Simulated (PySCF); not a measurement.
Species: C6H9BO2S.
Numbering: `[CH3:1][O:2][B:3]([O:4][CH3:5])[c:6]1[cH:7][cH:8][cH:9][s:10]1` (hydrogens: H11, H12, H13 on C1; H14, H15, H16 on C5; H17 on C7; H18 on C8; H19 on C9)

Theory: PBE0-D3(BJ)/def2-SVP geometry optimisation, gas phase in PySCF 2.14.0.

Q: What internal coordinates does the optimisation give?

A: 
```
                   bond  length (Å)
           C1–O2, O4–C5       1.401
           O2–B3, B3–O4       1.360
                  B3–C6       1.561
                  C6–C7       1.382
                  C7–C8       1.417
                  C8–C9       1.373
                 C9–S10       1.710
                 C6–S10       1.732
C1–H11 and 5 like bonds       1.102
                 C7–H17       1.091
                 C8–H18       1.091
                 C9–H19       1.089
```

Bonds in one row agree within 0.01 Å and their mean is given. A selection of angles:
```
    angle  degrees
 C1–O2–B3    121.0
 O2–B3–O4    117.4
 O2–B3–C6    115.5
 O4–B3–C6    127.1
 B3–O4–C5    125.8
 B3–C6–C7    124.1
B3–C6–S10    126.5
C7–C6–S10    109.4
 C6–C7–C8    114.0
 C7–C8–C9    112.1
C8–C9–S10    111.5
C6–S10–C9     93.0
```

Torsions: C1–O2–B3–O4 0° (synperiplanar); O2–B3–O4–C5 -179° (antiperiplanar); O2–B3–C6–C7 0° (synperiplanar).

O2 (boron-bound oxygen) is bent (angle 121.0°). Of the pairs four or more bonds apart, C5···S10 is among the closest relative to their van der Waals radii: 3.17 Å, 91 % of the sum of Bondi's values. The 5-membered ring C6–C7–C8–C9–S10 has internal angles of 93.0° to 114.0° (sum 540°, against 540° for a flat polygon); it is planar, 0.00 Å rms from its mean plane, widest ring torsion 0°. The C–C distances run from 1.373 Å (C8–C9, aromatic) to 1.417 Å (C7–C8, aromatic), a spread of 0.044 Å. B3 (three-coordinate boron) is planar (angles 127.1°, 117.4° and 115.5°, sum 360.0°, 0.00 Å off the plane of its three neighbours). S10 (thiophene-type sulfur) is bent (angle 93.0°). The 10 heavy atoms lie in one plane (0.004 Å rms).

No frequency check. One conformer, not necessarily the lowest.

The run took 2.0 min wall on x86-64 server, one thread, no GPU, on a shared host. These figures are those of the optimisation.
